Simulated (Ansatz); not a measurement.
`NBPS` + NH₃ → `NBN` + `PS`  (cleavage of the B–P bond)

Computed with Ansatz on PBE0-D4/def2-TZVP structures; ΔE is electronic, products minus reactants. CBS: MP2 limit from def2 TZ/QZ plus the TZ coupled-cluster correction, frozen cores. This one scheme is used for every species. DFT in def2-TZVPP. Each species was taken in one conformer, which may not be the lowest.

| level | ΔE (kcal/mol) |
| --- | --- |
| BHLYP-D4 | -22.2 |
| CAM-B3LYP-D4 | -22.6 |
| r2SCAN0 | -21.4 |
| BHLYP | -23.8 |
| HF/def2-TZVPP | -24.9 |
| SCS-MP2/def2-TZVPP | -20.6 |
| HF/CBS(def2) | -25.2 |
| CCSD/CBS(def2) | -20.7 |

(1) What does CCSD(T)/CBS give? (An estimate is asked.)

Largest T1 diagnostic among the species: 0.014.

Answers

(1) Computed: -19.7 kcal/mol. The listed levels differ from it by -2.5, -2.9, -1.7, -4.1, -5.2, -0.9, -5.5, -1.0 kcal/mol.

The D4 term adds +1.6 kcal/mol with B3LYP and +0.9 kcal/mol with PBE0; it sums over pairs of atoms, weighted by their polarisabilities, and B3LYP, whose exchange is more repulsive, gets the larger term. Leaving LDA and LC-ωPBE aside and taking each functional with its dispersion term where it has one, the values, not all of them listed here, spread over 4.9 kcal/mol, from CAM-B3LYP-D4 to revPBE-D4. LDA lies −1.8 kcal/mol from PBE without D4. At CCSD(T), def2-SVP lies −1.9 kcal/mol from the extrapolated value and def2-TZVPP −0.2 kcal/mol.

B3LYP here is the variant with VWN-RPA as its local correlation; programs differ in this.
